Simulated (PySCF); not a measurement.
# Nuclear repulsion and electron count by hand

System: F3Ga, triplet, at a GFN2-xTB geometry (such geometries of metal compounds can be far from the true shape) (a higher spin typed on purpose: for a closed-shell molecule this is an excited state). Level: BLYP/6-31G* (PySCF). Sums are taken with unrounded values, so a last digit can differ.

Coordinates (Å):

```
atom         x         y         z
----  --------  --------  --------
Ga1   -0.22936  -0.05017   0.16489
F2    -1.72400  -1.24033  -0.08601
F3     0.69331   1.52712  -0.77539
F4     1.82069  -0.11400   0.29343
```

Work out the nuclear repulsion energy and the numbers of alpha and beta electrons.

In atomic units each pair adds Z_i Z_j / r_ij, with r in bohr (1 bohr = 0.529177 Å).
| pair | r (Å) | r (bohr) | Z_i Z_j | term (Eh) |
|---|---|---|---|---|
| Ga1-F2 | 1.9270 | 3.6415 | 279 | 76.6158 |
| Ga1-F3 | 2.0551 | 3.8835 | 279 | 71.8422 |
| Ga1-F4 | 2.0551 | 3.8835 | 279 | 71.8422 |
| F2-F3 | 3.7386 | 7.0650 | 81 | 11.4649 |
| F2-F4 | 3.7386 | 7.0650 | 81 | 11.4649 |
| F3-F4 | 2.2598 | 4.2704 | 81 | 18.9679 |
The sum is 262.1980 Eh; PySCF gives 262.1980 Eh. The atomic numbers add up to 58, so at charge +0 there are 58 electrons; multiplicity 3 means 2 unpaired, so 30 alpha and 28 beta.
